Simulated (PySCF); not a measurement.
Compound: 3-methyl-1,2-oxathiolane 2,2-dioxide, C₄H₈O₃S.
Atom-mapped SMILES: `[CH3:1][C@@H:2]1[CH2:3][CH2:4][O:5][S:6]1(=[O:7])=[O:8]`

Geometry (GFN2-xTB, Å), atoms numbered from 1 in this order:
```
atom  x, y, z in Å
C1     1.7689   -0.0306   -0.7314
C2     0.6436   -0.2367    0.2543
C3    -0.5279   -1.0552   -0.2639
C4    -1.7953   -0.3273    0.2048
O5    -1.5856    1.0468   -0.0198
S6    -0.1360    1.3896    0.6311
O7     0.4295    2.4847   -0.0821
O8    -0.2772    1.5078    2.0493
H9     1.3947    0.4857   -1.6121
H10    2.5474    0.5856   -0.2896
H11    2.2005   -0.9845   -1.0309
H12    0.9976   -0.5908    1.2203
H13   -0.5120   -1.0674   -1.3554
H14   -0.5135   -2.0821    0.0990
H15   -1.9629   -0.4945    1.2758
H16   -2.6796   -0.6221   -0.3610
```

Probes without a nucleus sit at each ring's centroid and 1 Å off its mean plane on both sides; NICS is minus the shielding there, NICSzz its component along the normal. Level: GIAO PBE0/pcSseg-1 (PySCF, non-relativistic, gas phase) on the GFN2-xTB geometry, one conformer.

Ring bond lengths (Å), with Mayer bond orders in brackets: C2–C3 1.520 (0.96), C3–C4 1.535 (1.04), C4–O5 1.408 (0.88), O5–S6 1.626 (0.90), S6–C2 1.842 (0.86).

What do the NICS probes read (ppm)?

| ring | type | NICS(0) | NICS(1), two faces | NICS(1)zz, two faces | rms pucker (Å) | centre to ring atoms, mean (Å) |
| --- | --- | --- | --- | --- | --- | --- |
| C2–C3–C4–O5–S6 | 5-membered ring with O and S; formal bonds all single | -7.6 | -4.0 / -3.4 | -3.4 / -3.4 | 0.20 | 1.32 |

What can be read from them?

- C2–C3–C4–O5–S6: mean NICS(1)zz -3.4 ppm, shielded. C2, C3, C4, S6 have four or more neighbours, so the value isn't read as a sign of a π ring current.

At the first NICS(1) probe listed for ring C2–C3–C4–O5–S6, 1 Å off the ring, how large is the induced field along the normal in 7.05 T applied along it?

NICSzz × B0 = -3.4 ppm × 7.05 T = -24 μT, against the applied field.

List the ring angles and the Hirshfeld charges of the ring atoms.

- C2–C3–C4–O5–S6: C2 102.6° (-0.027 e), C3 106.1° (-0.074 e), C4 106.9° (+0.003 e), O5 105.9° (-0.142 e), S6 96.3° (+0.552 e); sum 517.9° against 540° for a flat convex ring.

What are the shieldings of the ring atoms and their hydrogens in the same run (means over atoms taken as equivalent)?

| atoms | environment | σ isotropic (ppm) |
| --- | --- | --- |
| C2 | sp3 carbon bound to sulfur | 128.4 |
| C3 | ring CH2 carbon | 149.1 |
| C4 | sp3 carbon bound to oxygen | 123.5 |
| O5 | oxygen bonded to C and S | 142.7 |
| S6 | sulfonyl sulfur | 145.5 |
| H12 | methine hydrogen | 28.81 |
| H13 | methylene hydrogen | 29.94 |
| H14 | methylene hydrogen | 29.40 |
| H15 | methylene hydrogen | 27.74 |
| H16 | methylene hydrogen | 27.51 |
